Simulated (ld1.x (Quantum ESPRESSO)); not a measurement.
## Before and after: TM potential for thallium (Tl)

ld1.x (Quantum ESPRESSO) 7.5 input, shortened:

```
&input
   title='Tl', zed=81., rel=1, dft='PZ', iswitch=3,
   config='[Xe] 4f14 5d10 6s1 6p0'
 /
 &inputp
   pseudotype=2, tm=.true., lloc=0,
   nlcc=.true., rcore=1.80
 /
3
6P  2  1   0.00   0.00  2.25  2.25  0.0
5D  3  2  10.00   0.00  1.95  1.95  0.0
6S  1  0   1.00   0.00  2.10  2.10  0.0
 &test
   configts(1)='5d10 6s1 6p0'
 /
```

Change: core correction a·sin(br)/r model core inside 0.72 bohr.

Cutoffs: the cutoffs (Ry, on a coarse ladder) from which the occupation-weighted sum of valence levels, in a spherical-Bessel basis at the reference potential, stays within 10 and 1 mRy of its value at 400 Ry; they do not see the model core or the augmentation charge, which bear on the density cutoff. Errors are all-electron minus pseudo energies relative to the spin-unpolarised reference configuration.

Question: How do hardness, ghosts and transferability respond?

Answer: The potential gets neither clearly harder nor softer (50 Ry and 80 Ry → 50 Ry and 80 Ry); of the 9 tests that both files solve, the error grows in 1 and shrinks in 5 by more than 15 % and 0.3 meV (median size 4.4 → 3.1 meV); neither file shows a bound ghost. A model core, the more so a compact one, raises the density cutoff, which this test does not measure.

| quantity | base | changed |
| --- | --- | --- |
| cutoff, loose | 50 Ry | 50 Ry |
| cutoff, tight | 80 Ry | 80 Ry |
| bound ghosts | none | none |
| error for 5d10 6s2 6p1, meV [ΔE -26.61 eV] | +4.4 | +2.4 |
| error for 5d10 6s2 6p0, meV [ΔE -21.20 eV] | +1.6 | +0.2 |
| error for 5d10 6s0 6p0, meV [ΔE 30.60 eV] | -22 | -24 |
| error for 5d9 6s2 6p1, meV [ΔE -5.21 eV] | -164 | -192 |
| error for 5d9 6s0 6p0, meV [ΔE 82.66 eV] | -163 | -187 |
| error for 5d10 6s1 6p1, meV [ΔE -12.82 eV] | +3.9 | +3.6 |
| error for 5d10 6s2 6p0.5, meV [ΔE -24.64 eV] | +2.7 | +1.0 |
| error for 5d10 6s1 6p0 (spin-polarised), meV [ΔE -0.18 eV] | +1.9 | +0.5 |
| error for 5d10 6s2 6p1 (spin-polarised), meV [ΔE -26.72 eV] | +5.1 | +3.1 |
| s: phases at 2.46 bohr within 0.05 rad from the reference energy up to (Ry; the scan ends near 5) | 2.0 | 2.0 |
| p: phases at 2.46 bohr within 0.05 rad from the reference energy up to (Ry; the scan ends near 5) | 2.6 | 2.6 |
| d: phases at 2.46 bohr within 0.05 rad from the reference energy up to (Ry; the scan ends near 5) | -0.1 | -0.1 |
